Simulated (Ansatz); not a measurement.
Start from `N[Si](N)(O)Br` and change one atom or group to get `C=C[Si](N)(N)O`.

Ansatz, PBE0-D4/def2-TZVP geometries, multiplicity 1. Each molecule was computed in one conformer, which needn't be the lowest.

Scalar relativity is left out up to krypton. Spin–orbit coupling is left out; it splits and shifts lone-pair levels of the heavy atoms by tenths of an eV.

```json
{"property": "HOMO–LUMO gap (PBE/def2-TZVPP) / eV", "`N[Si](N)(O)Br`": "6.02"}
{"property": "size of the dipole moment (PBE/def2-TZVPP) / D", "`N[Si](N)(O)Br`": "1.47"}
{"property": "size of the dipole moment (ωB97M-V/def2-TZVPP) / D", "`N[Si](N)(O)Br`": "1.44"}
{"property": "size of the dipole moment (B3LYP/def2-TZVPP) / D", "`N[Si](N)(O)Br`": "1.43"}
{"property": "HOMO–LUMO gap (ωB97M-V/def2-TZVPP) / eV", "`N[Si](N)(O)Br`": "12.04"}
{"property": "LUMO energy (B3LYP/def2-TZVPP) / eV", "`N[Si](N)(O)Br`": "0.28"}
```

**Question.** Give the same properties after the change, and the shifts. (Estimate.)

**Answer.** Computed: 
```json
{"property": "HOMO–LUMO gap (PBE/def2-TZVPP) / eV", "`C=C[Si](N)(N)O`": "4.65", "shift": "-1.37"}
{"property": "size of the dipole moment (PBE/def2-TZVPP) / D", "`C=C[Si](N)(N)O`": "1.51", "shift": "0.04"}
{"property": "size of the dipole moment (ωB97M-V/def2-TZVPP) / D", "`C=C[Si](N)(N)O`": "1.49", "shift": "0.05"}
{"property": "size of the dipole moment (B3LYP/def2-TZVPP) / D", "`C=C[Si](N)(N)O`": "1.50", "shift": "0.07"}
{"property": "HOMO–LUMO gap (ωB97M-V/def2-TZVPP) / eV", "`C=C[Si](N)(N)O`": "11.46", "shift": "-0.58"}
{"property": "LUMO energy (B3LYP/def2-TZVPP) / eV", "`C=C[Si](N)(N)O`": "-0.37", "shift": "-0.65"}
```

With PBE0 the HOMO rises by 0.47 eV and the LUMO falls by 0.79 eV, so the gap narrows by about 1.26 eV. PBE moves the HOMO by 0.44 eV and ωB97M-V by 0.45 eV. Dipoles are sizes alone; their direction can turn.

B3LYP here is the variant with VWN-RPA as its local correlation; programs differ in this.
